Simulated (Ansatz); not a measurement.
`[CH3][Al]([F])[F]` + `N=C=O` → `O=C=[N][Al]([F])[F]` + CH₄ at 500 K and 1 bar (ligand exchange at the Al–C bond).

Gas-phase electronic energies from Ansatz, PBE0-D4/def2-TZVP geometries. CCSD(T)/CBS is the MP2 limit (def2-TZVPP, def2-QZVPP) plus CCSD(T) − MP2 in def2-TZVPP, frozen cores. This one scheme is used for every species. One conformer a species, not always the lowest.

```json
{"species": "`[CH3][Al]([F])[F]`", "CCSD(T)/CBS energy (Eh)": "-481.63134", "H − E (kJ/mol)": "143.5", "S (J/(mol·K))": "376.4"}
{"species": "`N=C=O`", "CCSD(T)/CBS energy (Eh)": "-168.51995", "H − E (kJ/mol)": "77.7", "S (J/(mol·K))": "264.2"}
{"species": "`O=C=[N][Al]([F])[F]`", "CCSD(T)/CBS energy (Eh)": "-609.73954", "H − E (kJ/mol)": "89.9", "S (J/(mol·K))": "397.2"}
{"species": "CH₄", "CCSD(T)/CBS energy (Eh)": "-40.46206", "H − E (kJ/mol)": "135.6", "S (J/(mol·K))": "206.8"}
```

H − E and S are ideal-gas, rigid-rotor, harmonic terms from PBE0-D4/def2-TZVP, for one conformer and one mirror image of each species. 1 Eh = 2625.50 kJ/mol, R = 8.31446 J/(mol·K).

By hand: ΔE, ΔH, ΔS and ΔG.

ΔE = (-609.73954) + (-40.46206) − (-481.63134) − (-168.51995) = -0.05031 Eh = -132.1 kJ/mol. Δ(H − E) = 89.9 + 135.6 − 143.5 − 77.7 = 4.3, so ΔH = -127.8 kJ/mol. ΔS = 397.2 + 206.8 − 376.4 − 264.2 = -36.6 J/(mol·K). ΔG = -127.8 − 500 × (-36.6)/1000 = -109.5 kJ/mol.

By hand: the equilibrium constant, and the temperature at which ΔG would vanish if ΔH and ΔS stayed fixed.

log₁₀ K = −ΔG/(RT ln 10) = 11.4. ΔG = 0 at ΔH/ΔS = 3492 K, far beyond where these terms or the molecules hold.

ΔH outweighs TΔS. A doubt of 5 kJ/mol in ΔE shifts log₁₀ K by 0.5 here. Other conformers and mirror images would add mixing entropy, several J/(mol·K) or more a flexible species. Modes under 60 cm⁻¹, often nearly free rotors, make the harmonic entropy too high. These are equilibria of isolated gas molecules and say nothing of rates. Largest T1 diagnostic: 0.018 (customary marks: 0.02 for closed shells, 0.045 for open ones).
